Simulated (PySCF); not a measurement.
A calculated (MN15, PySCF 2.14, cc-pVDZ-X2C, the spin-free X2C one-electron Hamiltonian (Gaussian nucleus)) atom or ion has these occupied shells.

| shell | electrons | orbital energy (eV) | rms radius, mean of both spins (bohr) |
| --- | --- | --- | --- |
| 1s α | 1 | -59235.4 | 0.0227 |
| 1s β | 1 | -59235.4 | 0.0227 |
| 2s β | 1 | -9936.5 | 0.0918 |
| 2s α | 1 | -9936.5 | 0.0918 |
| 2p β | 3 | -8831.4 | 0.0827 |
| 2p α | 3 | -8831.3 | 0.0827 |
| 3s β | 1 | -2229.0 | 0.237 |
| 3s α | 1 | -2228.9 | 0.237 |
| 3p β | 3 | -1898.0 | 0.237 |
| 3p α | 3 | -1898.0 | 0.237 |
| 3d α | 5 | -1468.0 | 0.216 |
| 3d β | 5 | -1467.8 | 0.216 |
| 4s α | 1 | -445.39 | 0.532 |
| 4s β | 1 | -445.27 | 0.532 |
| 4p α | 3 | -336.68 | 0.566 |
| 4p β | 3 | -336.30 | 0.566 |
| 4d α | 5 | -187.57 | 0.618 |
| 4d β | 5 | -186.48 | 0.618 |
| 5s α | 1 | -68.312 | 1.30 |
| 5s β | 1 | -67.331 | 1.30 |
| 5p α | 3 | -40.344 | 1.53 |
| 5p β | 3 | -39.233 | 1.53 |
| 4f α | 7 | -21.299 | 0.858 |
| 4f β | 5 | -19.310 | 0.858 |
| 6s α | 1 | -11.228 | 3.77 |
| 5d α | 1 | -10.573 | 2.67 |

Name the element and its charge.

Tm⁺ (thulium, charge +1), in [Xe] 4f12 5d1 6s1, one real determinant (an excited configuration).
